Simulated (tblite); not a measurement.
Species: C6H11P.
Z-matrix (Å and degrees, GFN2-xTB geometry), rows numbered from 1:
```
C 
C   1  1.3220
P   2  1.8304  1  122.75
C   3  1.8511  2   96.80  1  -145.29
C   3  1.8410  2   96.38  1   112.59
C   5  1.3252  3  123.96  2   121.85
C   5  1.4986  3  113.28  2   -63.72
H   1  1.0793  2  122.35  3  -179.79
H   1  1.0777  2  121.34  3     0.17
H   2  1.0855  1  120.99  3  -179.80
H   4  1.0896  3  107.92  2    67.74
H   4  1.0882  3  109.48  2  -174.59
H   4  1.0892  3  111.53  2   -52.68
H   6  1.0796  5  121.13  3   175.76
H   6  1.0761  5  123.07  3    -3.99
H   7  1.0903  5  110.41  3    66.64
H   7  1.0902  5  109.72  3   -51.62
H   7  1.0881  5  111.15  3  -172.31
```

All values are computed: GFN2-xTB (tblite) harmonic vibrations without scaling, gas phase. Errors from tens to a few hundred cm⁻¹ against measured bands are possible. One conformer, not necessarily the lowest.

Harmonic wavenumbers (cm⁻¹): 25.7, 42.1, 110.9, 166.4, 209.9, 223.7, 236.2, 299.0, 346.5, 379.2, 439.0, 550.2, 627.2, 671.7, 702.8, 738.8, 869.6, 872.9, 887.2, 902.2, 947.2, 1001.9, 1003.9, 1006.8, 1037.0, 1186.7, 1234.9, 1309.8, 1394.1, 1397.6, 1413.8, 1446.6, 1463.1, 1470.4, 1481.1, 1663.2, 1683.8, 2987.4, 2991.9, 2995.1, 3003.2, 3007.2, 3016.0, 3024.3, 3074.2, 3078.0, 3110.3, 3124.1.

A = 2677, B = 1912, C = 1273 MHz; mass 114.060 u (most abundant isotopes); point group C1, symmetry number 1.

Q: Zero-point energy?

A: ½Σν̃ = 32427 cm⁻¹ = 387.92 kJ/mol.

Q: Give the ideal-gas entropy at 500 K and 1 bar in the rigid-rotor, harmonic-oscillator model (classical rotation).

A: Translation 178.68, rotation 124.82, vibration 207.61: S = 511.1 J/(mol K).

Q: And Cp and H(500 K) − H(0)?

A: Cp = 223.64 J/(mol K), of which vibrations give 190.38 (their classical limit is 48 R = 399.1); H(500 K) − H(0) = 67.46 kJ/mol without the zero-point energy, 50.83 from vibrations.

Q: Which modes carry the vibrational entropy at 500 K?

A: 25.7 cm⁻¹: 29.97; 42.1 cm⁻¹: 25.87; 110.9 cm⁻¹: 17.85; 166.4 cm⁻¹: 14.52; 209.9 cm⁻¹: 12.63; 223.7 cm⁻¹: 12.12 J/(mol K); the other 42 give 94.66 together.

Q: What must be added to the electronic energy to get the Gibbs energy at 500 K and 1 bar?

A: ZPE + [H(500 K) − H(0)] − T·S = 387.92 + 67.46 − 255.55 = 199.83 kJ/mol.

Q: Blend soft modes into free rotors: weight 1/[1 + (100 cm⁻¹/ν̃)⁴] for the oscillator and the rest for a rotor with moment μB/(μ + B), μ = h/(8π²ν), B = 10⁻⁴⁴ kg m². What vibrational entropy results?

A: 187.38 J/(mol K) in place of 207.61, which changes −T·S at 500 K by +10.12 kJ/mol.

Q: How do the functions run with temperature in this model?

A: 
```csv
T (K),S (J/(mol K)),Cp (J/(mol K)),H − H(0) (kJ/mol),G − H(0) (kJ/mol),ln q(vib)
100,293.0,78.5,5.60,-23.70,2.44
200,359.7,117.6,15.45,-56.49,5.14
300,414.7,156.2,29.14,-95.27,7.74
800,631.9,290.0,145.34,-360.18,19.77
1000,700.0,320.1,206.49,-493.51,24.08
```

q(vib) and H(0) count from the zero-point level.

Hindered rotation and anharmonicity are outside this model. Other conformers, if any are populated, would add a mixing term that is left out. The structure is chiral; the term R ln 2 for an equal mix with its mirror image is left out.
